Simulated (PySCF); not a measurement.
Cartesian coordinates in Å; atom numbers follow the order of the lines, from 1:
```xyz
22

C    -2.3331    1.5326    0.8522
C    -1.6497    1.0622   -0.4258
Si   -0.7360   -0.6112   -0.2368
N    -2.0175   -1.7764   -0.1983
Si    0.9371   -0.5342    1.4765
Si    2.5812   -0.7991   -0.2287
P     3.7590    1.0659   -0.6649
Si    0.9028   -1.1115   -1.8730
H    -2.8181    2.4965    0.7038
H    -3.0924    0.8210    1.1692
H    -1.6100    1.6361    1.6588
H    -0.9294    1.8206   -0.7370
H    -2.3902    0.9949   -1.2238
H    -2.8712   -1.5850    0.3019
H    -1.7971   -2.7566   -0.1389
H     1.0595    0.6625    2.3284
H     0.9054   -1.6151    2.4754
H     3.6688   -1.7837   -0.0664
H     2.6397    1.8696   -0.7526
H     3.9549    1.4067    0.6568
H     0.8576   -2.4857   -2.3901
H     0.9683   -0.2908   -3.0884
```

Computed data (PySCF 2.14): shieldings: GIAO PBE0/pcSseg-1, structure optimised with GFN2-xTB. One computed conformer, no solvent model, relativity neglected, equivalent nuclei averaged.

Chemical shifts δ = σref − σ; TMS for $^{13}$C (186.93 ppm), $^{1}$H (31.72 ppm), $^{29}$Si (349.16 ppm); NH3 for $^{15}$N (267.73 ppm); $^{31}$P (318.38 ppm) against H3PO4, all at this level.

```json
{"atoms": "H9/H10/H11", "nucleus": "$^{1}$H", "count": "3", "Hirshfeld charge": "0.04", "δ (ppm)": "1.22"}
{"atoms": "N4", "nucleus": "$^{15}$N", "count": "1", "Hirshfeld charge": "-0.31", "δ (ppm)": "18.2"}
{"atoms": "C1", "nucleus": "$^{13}$C", "count": "1", "Hirshfeld charge": "-0.12", "δ (ppm)": "11.6"}
{"atoms": "Si6", "nucleus": "$^{29}$Si", "count": "1", "Hirshfeld charge": "0.11", "δ (ppm)": "?"}
{"atoms": "Si5/Si8", "nucleus": "$^{29}$Si", "count": "2", "Hirshfeld charge": "0.12", "δ (ppm)": "-79.0"}
{"atoms": "Si3", "nucleus": "$^{29}$Si", "count": "1", "Hirshfeld charge": "0.26", "δ (ppm)": "?"}
{"atoms": "H12/H13", "nucleus": "$^{1}$H", "count": "2", "Hirshfeld charge": "0.04", "δ (ppm)": "0.97"}
{"atoms": "H17/H21", "nucleus": "$^{1}$H", "count": "2", "Hirshfeld charge": "-0.08", "δ (ppm)": "4.27"}
{"atoms": "H14/H15", "nucleus": "$^{1}$H", "count": "2", "Hirshfeld charge": "0.12", "δ (ppm)": "?"}
{"atoms": "C2", "nucleus": "$^{13}$C", "count": "1", "Hirshfeld charge": "-0.16", "δ (ppm)": "14.6"}
{"atoms": "H18", "nucleus": "$^{1}$H", "count": "1", "Hirshfeld charge": "-0.08", "δ (ppm)": "4.33"}
{"atoms": "H19/H20", "nucleus": "$^{1}$H", "count": "2", "Hirshfeld charge": "-0.01", "δ (ppm)": "?"}
{"atoms": "H16/H22", "nucleus": "$^{1}$H", "count": "2", "Hirshfeld charge": "-0.07", "δ (ppm)": "3.94"}
{"atoms": "P7", "nucleus": "$^{31}$P", "count": "1", "Hirshfeld charge": "-0.03", "δ (ppm)": "-290.9"}
```

**Question.** Complete the table.

**Answer.** 
- H19/H20: 1.07 ppm, hydrogen on a phosphorus bonded to Si
- H14/H15: 0.27 ppm, hydrogen on a nitrogen bonded to Si; exchangeable, gas-phase position
- Si3: 14.5 ppm, silicon bonded to C, N, 2 Si, in a 4-membered ring
- Si6: -98.5 ppm, silicon bonded to P, 2 Si, H, in a 4-membered ring

Exchangeable OH/NH protons stand at their gas-phase positions; hydrogen bonding in a real sample shifts them, mostly to higher δ. Shifts are as computed. Against solution values, carbons near 30 ppm lie about +3 ppm off and those near 130 ppm about +5 ppm. Of 1309 compounds with measured shifts, 239 miss one by over three times the rms of a fit or turn the order of signals round; such compounds aren't used in these exercises. Experimental scales use liquid or dissolved standards, which lie at an offset from isolated NH3 (liquid NH3: subtract about 20 ppm) and H3PO4.
